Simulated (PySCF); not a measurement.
Cl3In, SMILES [Cl][In]([Cl])[Cl] (connectivity only; charge and spin as stated), charge +1, multiplicity 2.

The structure is a stationary point at PBE0-D3(BJ)/def2-SVP. The spin state was assumed, not searched. The isomer is the one that the SMILES or the coordinates give; other isomers of the formula were not compared. The def2 effective core potentials stand for the cores of In; spin–orbit coupling is left out.

All values below come from TDA-CAM-B3LYP/def2-SVPD (PySCF).

Vertical excitations. Gas-phase values at a fixed geometry.

| state | energy (eV) | λ (nm) | f | main pairs |
|---|---|---|---|---|
| root 1 | 1.18 | 1053 | 0.000 | β HOMO−2→LUMO 99 % |
| root 2 | 1.99 | 623 | 0.000 | β HOMO−5→LUMO 68 %, β HOMO→LUMO 32 % |
| root 3 | 2.04 | 608 | 0.000 | β HOMO−4→LUMO 88 % |
| root 4 | 2.63 | 471 | 0.082 | β HOMO−3→LUMO 84 % |
| root 5 | 3.65 | 340 | 0.000 | β HOMO−1→LUMO 89 % |
| root 6 | 3.69 | 336 | 0.000 | β HOMO→LUMO 68 %, β HOMO−5→LUMO 32 % |
| root 7 | 3.85 | 322 | 0.001 | α HOMO→LUMO 60 %, β HOMO→LUMO+1 34 % |
| root 8 | 3.96 | 313 | 0.000 | α HOMO−1→LUMO 58 %, β HOMO−1→LUMO+1 39 % |
| root 9 | 4.06 | 306 | 0.029 | α HOMO−2→LUMO 5 %, β HOMO−6→LUMO 60 %, β HOMO→LUMO+1 16 %, β HOMO−7→LUMO 13 % |
| root 10 | 4.47 | 277 | 0.005 | α HOMO−1→LUMO 40 %, β HOMO−1→LUMO+1 59 % |
Unrestricted roots are not spin-pure.
